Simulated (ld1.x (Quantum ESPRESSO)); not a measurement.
## Before and after: ultrasoft potential for copper

| Quantity | Value |
| --- | --- |
| Element | copper (Cu) |
| Generator | ld1.x (Quantum ESPRESSO) 7.5 |
| Type | ultrasoft |
| Functional | PBE |
| Relativity | scalar-relativistic |
| Frozen core | [Ar] |
| Valence charge | 11 |
| Reference configuration | 3d10 4s0 4p0 (charge +1) |
| Partial waves | 4s (bound, empty): rcut 1.50, rcutus 1.85 bohr; 4s channel at 0.3 Ry: rcut 1.50, rcutus 1.85 bohr; 4p (bound, empty): rcut 1.85, rcutus 2.60 bohr; 4p channel at 2.4 Ry: rcut 1.85, rcutus 2.60 bohr; 3d (bound): rcut 0.90, rcutus 0.95 bohr; 3d channel at 1 Ry: rcut 0.90, rcutus 0.95 bohr; 4f channel at 0.25 Ry: rcut 1.65, rcutus 2.25 bohr; 4f channel at 2.8 Ry: rcut 1.65, rcutus 2.25 bohr |
| Local potential | all-electron potential smoothed inside 2.05 bohr (lloc = -2) |
| Core correction | Bessel-smoothed model core inside 0.80 bohr |
| Augmentation charge | built from norm-conserving waves at rcut, not smoothed further |

Change: local potential all-electron potential smoothed inside 0.85 bohr (lloc = -2).

Cutoffs: the cutoffs (Ry, on a coarse ladder) from which the occupation-weighted sum of valence levels, in a spherical-Bessel basis at the reference potential, stays within 10 and 1 mRy of its value at 400 Ry; they do not see the model core or the augmentation charge, which bear on the density cutoff. Errors are all-electron minus pseudo energies relative to the spin-unpolarised reference configuration.

Task: Predict the effect on cutoff, ghosts and configuration errors.

Result: The potential gets neither clearly harder nor softer (160 Ry and 260 Ry → 160 Ry and 260 Ry); a bound ghost appears in s, which as a rule spoils a file; the errors of the 7 common tests hardly move. A state that the projectors do not describe sees the local part alone, so a deeper or shallower local part can create or remove a ghost.

```csv
quantity,base,changed
"cutoff, loose",160 Ry,160 Ry
"cutoff, tight",260 Ry,260 Ry
bound ghosts,none,s
"error for 3d10 4s1 4p0, meV [ΔE -8.15 eV]",-12,-11
"error for 3d9 4s0 4p0, meV [ΔE 21.33 eV]",-78,-77
"error for 3d8 4s0 4p0, meV [ΔE 60.35 eV]",-554,-539
"error for 3d7 4s0 4p0, meV [ΔE 120.06 eV]",-1913,-1836
"error for 3d9 4s2 4p0, meV [ΔE -6.18 eV]",-164,-158
"error for 3d10 4s0 4p1, meV [ΔE -4.01 eV]",-3.0,-2.7
"error for 3d9 4s1 4p1, meV [ΔE -1.34 eV]",-150,-144
s: phases at 2.86 bohr within 0.05 rad from the reference energy up to (Ry; the scan ends near 5),to the end of the scan,to the end of the scan
p: phases at 2.86 bohr within 0.05 rad from the reference energy up to (Ry; the scan ends near 5),3.6,3.6
d: phases at 2.86 bohr within 0.05 rad from the reference energy up to (Ry; the scan ends near 5),to the end of the scan,to the end of the scan
f: phases at 2.86 bohr within 0.05 rad from the reference energy up to (Ry; the scan ends near 5),to the end of the scan,4.9
lowest overlap eigenvalue by channel,"s 0.39, p 0.65, d 1.00, f 0.98","s 0.28, p 0.40, d 0.91, f 0.34"
```

 A true bound ghost makes a file unfit for plane-wave use even where its test errors are small: the radial tests pick states by their node count and pass the ghost by.
